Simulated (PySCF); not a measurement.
## InF⁺, PBE0: how much the basis matters

PySCF, UKS reference; doublet, unpaired electrons σ ↑; De to In⁺ + F without counterpoise correction.

```csv
basis,relativity,functions,Re (Å),ωe (cm⁻¹),De (eV),μ (D)
cc-pVDZ-PP/cc-pVDZ,scalar-relativistic core potentials,37,1.957,538,1.02,-3.67
def2-SVP,scalar-relativistic core potentials,40,1.951,542,1.04,-3.68
cc-pVTZ-PP/cc-pVTZ,scalar-relativistic core potentials,69,1.928,564,1.10,-3.67
def2-TZVPPD,scalar-relativistic core potentials,96,1.912,576,1.13,-3.67
```

Question: How does each smaller set differ from the one with most functions, def2-TZVPPD?

Answer: cc-pVDZ-PP/cc-pVDZ: +4.5 pm, -6.6 % in ωe, -0.11 eV in De; def2-SVP: +3.9 pm, -5.9 % in ωe, -0.09 eV in De; cc-pVTZ-PP/cc-pVTZ: +1.6 pm, -2.1 % in ωe, -0.03 eV in De. All at PBE0; the set with most functions is neither the basis-set limit nor always the best.

A positive dipole points towards F; it is taken about the centre of mass and depends on that origin. Spin–orbit coupling is left out, which matters for elements this heavy, above all for dissociation energies. For an ion De counts to the pair picked by the measured ionisation energies or electron affinities, which need not be the lowest pair at this level. The state was picked by a PBE0 search and need not be the measured ground state.
